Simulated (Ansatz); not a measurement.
Ansatz (an electronic-structure program) input:
A basis named .json is the Basis Set Exchange file of that set.

Ansatz 0.2 input:
```yaml
crystal:
  periodic: [false, false, false]
  atoms:
    - {symbol: C, position_ang: [-2.38256365, -0.00941317, 0.17512316]}
    - {symbol: C, position_ang: [-1.07179191, 0.39012302, 0.08427846]}
    - {symbol: C, position_ang: [-0.00505865, -0.48402376, -0.00637799]}
    - {symbol: Cl, position_ang: [1.62069297, 0.06296259, -0.11833539]}
    - {symbol: H, position_ang: [-3.18143663, 0.71408958, 0.24397574]}
    - {symbol: H, position_ang: [-2.65390982, -1.05719620, 0.18047044]}
    - {symbol: H, position_ang: [-0.84544331, 1.45115902, 0.08242589]}
    - {symbol: H, position_ang: [-0.11450544, -1.55853309, -0.01331228]}
basis:
  gaussian:
    orbitals: aug-cc-pV_D+d_Z.json
magnetization: {spin_polarized: true, initial_magnetization: 1}
correlation: {method: ccsd_t, electrons: outside_noble_gas}
output: {forces: true}
```

Predict the final energy.

-576.01607 Eh (CCSD(T)/aug-cc-pV(D+d)Z). The basis has 137 functions.

It need not be the lowest isomer of its formula.

The determinant is spin-contaminated: <S^2> is 0.95 against 0.75 for a pure state.
